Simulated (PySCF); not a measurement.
C2H7BrSi, SMILES CC[SiH2]Br.

Coordinates come from a B3LYP-D3(BJ)/def2-SVP optimisation. Other conformers were not sampled.

Two levels are set side by side: PBE/def2-TZVP (PySCF) and PBE0/def2-TZVP (PySCF). Same geometry, gas phase. Differences are taken from unrounded values.

```
quantity                      PBE0
---------------------------  -----
orbital gap (eV)              8.16
highest occupied level (eV)  -8.15
lowest empty level (eV)       0.02
dipole moment (D)             2.07
mean polarisability (bohr³)   70.3
```

Problem. What does PBE give, and how far is it from PBE0? (Estimate from the structure and the level; the computed values follow.)

Solution. 
```
quantity                       PBE  PBE minus PBE0
---------------------------  -----  --------------
orbital gap (eV)              6.01           -2.15
highest occupied level (eV)  -6.89            1.26
lowest empty level (eV)      -0.88           -0.90
dipole moment (D)             1.99           -0.08
mean polarisability (bohr³)   72.5             2.3
```

Without exact exchange PBE keeps part of each electron's self-repulsion, which lifts occupied levels and narrows the gap. PBE's more diffuse valence density responds more strongly to a field. Differences between two approximate levels are no errors against the true value.

Rough cost on one machine, each run with all the roots and properties that it gave: PBE0 against PBE within a factor of 2.
